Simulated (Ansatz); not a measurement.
```yaml
crystal:
  periodic: [false, false, false]
  atoms:
    - {symbol: B, position_ang: [-2.295055, -0.001764, 0.399772]}
    - {symbol: B, position_ang: [-1.032927, 1.271067, 0.792314]}
    - {symbol: B, position_ang: [0.115233, 0.131372, 0.767503]}
    - {symbol: B, position_ang: [-2.580001, 1.539781, 0.374203]}
    - {symbol: B, position_ang: [0.372961, -1.250058, -0.294391]}
    - {symbol: B, position_ang: [1.506465, -0.671916, 0.994970]}
    - {symbol: Sb, position_ang: [1.769252, -2.854785, 0.799212]}
    - {symbol: Sb, position_ang: [2.865920, 1.088890, 0.238669]}
    - {symbol: Sb, position_ang: [0.530542, 2.599197, -0.341414]}
    - {symbol: Sb, position_ang: [-1.739226, -1.889122, -0.591787]}
    - {symbol: Sb, position_ang: [2.320595, -1.198339, -1.451635]}
    - {symbol: Sb, position_ang: [-1.833768, 1.235679, -1.687427]}
basis:
  gaussian: {orbitals: def2-TZVP, initial_orbitals: start.molden}
hamiltonian: {xc: pbe0, dispersion: d4}
scf: {omitted_lower_state_checks: [starts]}
output: {orbitals: {seedname: orbitals}}
```

The file start.molden holds the orbitals of an earlier run on this structure, at another level or in another basis.

```sh
$ ansatz run in.yaml --threads 4 --pin off --events-out ev --progress --plain --max-ram 6963MiB
```

(1) Does this run fit into the memory that it is given?

## Answers

(1) No. It has 486 basis functions, and Ansatz plans for 7.46 GiB where 6.79 GiB are given.
